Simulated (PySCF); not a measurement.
## Correlation energy of Mo (molybdenum, neutral)

[Kr] 4d5 5s1, high-spin 7S determinant. Computed with PySCF 2.14 in def2-SVP with the def2 core potential (28 electrons), with a scalar-relativistic core potential. Frozen: 4s2 4p6; 6 electrons correlated.

MP2 pair energies summed by pair of shells (mhartree):

```tsv
pair	energy	share (%)
4d-4d	-39.76	75.4
4d-5s	-13.00	24.6
```

Total MP2 correlation energy: -52.76 mhartree.

Same-spin part -52.76 and opposite-spin part 0.00 mhartree; SCS-MP2 scales them by 1/3 and 6/5 to -17.59 mhartree.
